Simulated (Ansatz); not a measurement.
The first iterations of a band of CH3F2NSi (8 atoms, charge 0, multiplicity 1).

Theory: RHF/6-31G* (Ansatz 0.2.0).

```
movable images  : 5
climbing image  : yes
spring          : 5.0 eV/Å²
optimiser       : quadratic models (default)
start path      : through a guess of the saddle point
force threshold : 0.03 eV/Å
iteration limit : 60
end points      : relaxed
```

First end point:

```xyz
8
Properties=species:S:1:pos:R:3
F 2.048 -1.373 1.188
C 0.985 -0.962 0.572
F 0.308 -2.024 0.216
N 0.693 0.200 0.374
Si -0.697 0.877 -0.433
H -0.623 2.337 -0.309
H -0.682 0.498 -1.857
H -1.939 0.390 0.192
```

Last end point:

```xyz
8
Properties=species:S:1:pos:R:3
F 2.054 -1.280 0.550
C 0.832 -0.978 0.286
F 0.047 -1.932 0.601
N 0.449 0.089 -0.206
Si -1.514 0.647 -0.803
H -1.016 2.072 -0.731
H 1.185 0.741 -0.396
H -1.945 0.584 0.643
```

| iteration | highest image above the first end (eV) | largest band force component (eV/Å) |
| --- | --- | --- |
| 1 | 6.295 | 12.251 |
| 2 | 4.414 | 2.835 |
| 3 | 3.910 | 1.520 |
| 4 | 3.916 | 3.209 |
| 5 | 3.996 | 1.374 |
| 6 | 3.928 | 0.581 |

Question: Does the band converge within its limit, and where does its top end?

Answer: The forces met the threshold. It ended after 19 iterations with the highest image 4.294 eV above the first end. A structure lower than the first end lies on the path between it and the top, so the climb from that side starts below the end, which may itself be a saddle point or a shallow side well. Neighbouring images differ by up to 3.8 eV, so the band resolves the path poorly. A vibrational analysis at the climbing image gives one clearly imaginary mode, 2077i cm⁻¹: a first-order saddle point. The orbitals stay closed-shell, which can raise the energy where a bond breaks towards radicals; this wasn't checked here.

The run took 3.2 min on 1 thread of Intel(R) Xeon(R) Platinum 8488C (Sapphire Rapids), on a shared host, peak memory 0.16 GiB.
